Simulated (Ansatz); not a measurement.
Mulliken charges of CH3ClO2Si, SMILES `O[Si]1(Cl)CO1` from ωB97M-V/def2-TZVPP in Ansatz (PBE0-D4/def2-TZVP geometry).

```tsv
atom	x (Å)	y (Å)	z (Å)	charge (e)
O1	-0.431	1.574	0.997	-0.351
Si2	0.383	0.303	0.408	0.677
Cl3	2.005	0.086	1.585	-0.170
C4	-0.254	-1.028	-0.602	-0.208
O5	0.541	0.118	-1.205	-0.386
H6	-1.140	1.922	0.451	0.193
H7	-1.274	-1.053	-0.981	0.120
H8	0.263	-1.979	-0.708	0.125
```

Task: By hand: the dipole of these point charges (1 e Å = 4.8032 D).

Result: Σ q r = (-0.426, -0.196, 0.128) e Å, of length 0.486 e Å = 2.33 D.

Task: How does the dipole of the full density compare? (Estimate.)

Result: Ansatz gave: (-0.434, -0.032, 0.045) e Å, 2.10 D; the point charges give 1.11 times that, at 22° from its direction.

Point charges leave out the atoms' own dipoles, such as those of lone pairs, and Mulliken's split depends on the basis, so the two needn't agree.
